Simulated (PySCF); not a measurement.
Cd(Et) (C₂H₅Cd), SMILES [Cd+][CH2]C, charge +1. Coordinates come from a PBE0-D3(BJ)/def2-TZVP optimisation. The multiplicity is an assumed one; other spin states were not compared. The isomer is the one that the SMILES or the coordinates give; other isomers of the formula were not compared. The def2 effective core potentials stand for the cores of Cd; spin–orbit coupling is left out.

Method: PBE0-D3(BJ)/def2-TZVP (PySCF 2.14.0).

Harmonic wavenumbers (cm⁻¹): 201, 252, 374, 697, 909, 918, 1058, 1135, 1231, 1385, 1440, 1457, 1487, 2996, 3110, 3118, 3168, 3199. Rotational constants (GHz): 29.87, 2.910, 2.746; symmetry number 1.

Work out the zero-point energy and the ideal-gas rigid-rotor harmonic-oscillator thermochemistry at 298.15 K and 1 atm.

ZPE = ½ Σ hcν = ½ × 28133 cm⁻¹ = 40.22 kcal/mol. H − E(el) = 43.65 kcal/mol. Entropy in cal/(mol K): translation 40.75, rotation 24.71, vibration 5.70, total 71.16. G − E(el) = 22.43 kcal/mol. Cp = 16.00 cal/(mol K).
